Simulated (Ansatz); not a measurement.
`C[N](C)[Ge][NH2]` + HBr → `[NH2][Ge][Br]` + dimethylamine at 400 K and 1 bar (ligand exchange at a Ge–N bond).

Gas-phase electronic energies from Ansatz, PBE0-D4/def2-TZVP geometries. CCSD(T)/CBS adds triple-zeta CCSD(T) − MP2 to the extrapolated MP2 energy (def2 sets, frozen cores). For Br, Ge outer-core shells are correlated without core-valence functions, which leaves a few kJ/mol of doubt a bond. Scalar relativity is left out up to krypton. Each species was taken in one conformer, which may not be the lowest.

| species | CCSD(T)/CBS energy (Eh) | H − E (kJ/mol) | S (J/(mol·K)) |
| --- | --- | --- | --- |
| `C[N](C)[Ge][NH2]` | -2266.45365 | 318.2 | 400.3 |
| HBr | -2573.91920 | 27.6 | 207.2 |
| `[NH2][Ge][Br]` | -4705.39826 | 91.3 | 328.8 |
| `CNC` | -135.00321 | 264.6 | 293.2 |

H − E and S are ideal-gas, rigid-rotor, harmonic terms from PBE0-D4/def2-TZVP, for one conformer and one mirror image of each species. 1 Eh = 2625.50 kJ/mol, R = 8.31446 J/(mol·K).

Problem. By hand: ΔE, ΔH, ΔS and ΔG.

Solution. ΔE = (-4705.39826) + (-135.00321) − (-2266.45365) − (-2573.91920) = -0.02862 Eh = -75.1 kJ/mol. Δ(H − E) = 91.3 + 264.6 − 318.2 − 27.6 = 10.1, so ΔH = -65.0 kJ/mol. ΔS = 328.8 + 293.2 − 400.3 − 207.2 = 14.5 J/(mol·K). ΔG = -65.0 − 400 × (14.5)/1000 = -70.8 kJ/mol.

Problem. By hand: the equilibrium constant, and the temperature at which ΔG would vanish if ΔH and ΔS stayed fixed.

Solution. log₁₀ K = −ΔG/(RT ln 10) = 9.2. ΔH and −TΔS have one sign here, so there is no such temperature.

The number of gas molecules stays the same, so ΔS is small and ΔH decides. A doubt of 5 kJ/mol in ΔE shifts log₁₀ K by 0.7 here. Other conformers and mirror images would add mixing entropy, several J/(mol·K) or more a flexible species. These are equilibria of isolated gas molecules and say nothing of rates. Largest T1 diagnostic: 0.014 (customary marks: 0.02 for closed shells, 0.045 for open ones).
